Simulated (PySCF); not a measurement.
Electron correlation in W⁵³⁺ (tungsten, charge +53)

[Ar] 3d3, high-spin 4F determinant. Computed with PySCF 2.14 in an even-tempered Gaussian basis (16 s from 13 bohr⁻², ratio 2.5; 10 p from 17 bohr⁻², ratio 2.5; 7 d from 17 bohr⁻², ratio 2.5; 4 f from 60 bohr⁻², ratio 2.7; 3 g from 91 bohr⁻², ratio 2.7), with no relativity, point nucleus. Frozen: [Ne]; 11 electrons correlated; the 26 highest virtual orbitals of each spin left out.

MP2 pair energies summed by pair of shells (mhartree):

```tsv
pair	energy	share (%)
3p-3p	-249.67	49.5
3p-3d	-149.94	29.7
3s-3p	-48.68	9.6
3s-3d	-25.83	5.1
3d-3d	-19.56	3.9
3s-3s	-11.09	2.2
```

Total MP2 correlation energy: -504.78 mhartree.

At this charge a non-relativistic calculation is a model, useful for the Z dependence of the correlation energy.

Spin-orbit coupling is strong in this species, so the high-spin LS determinant is a model state.
